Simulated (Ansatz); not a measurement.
Input file for Ansatz (a quantum-chemistry and plane-wave program): U-wB97M-V/def2-TZVPP on S2 (SMILES S=S).

Ansatz 0.2 input:
```yaml
crystal:
  periodic: [false, false, false]
  atoms:
    - {symbol: S, position_ang: [-0.00000000, -0.00000000, -0.95178573]}
    - {symbol: S, position_ang: [0.00000000, 0.00000000, 0.95178573]}
basis:
  gaussian:
    orbitals: def2-TZVPP
hamiltonian:
  xc: {name: wB97M-V}
magnetization: {spin_polarized: true, initial_magnetization: 2}
```

Problem. Predict the final total energy.

Solution. -796.3488 hartree.
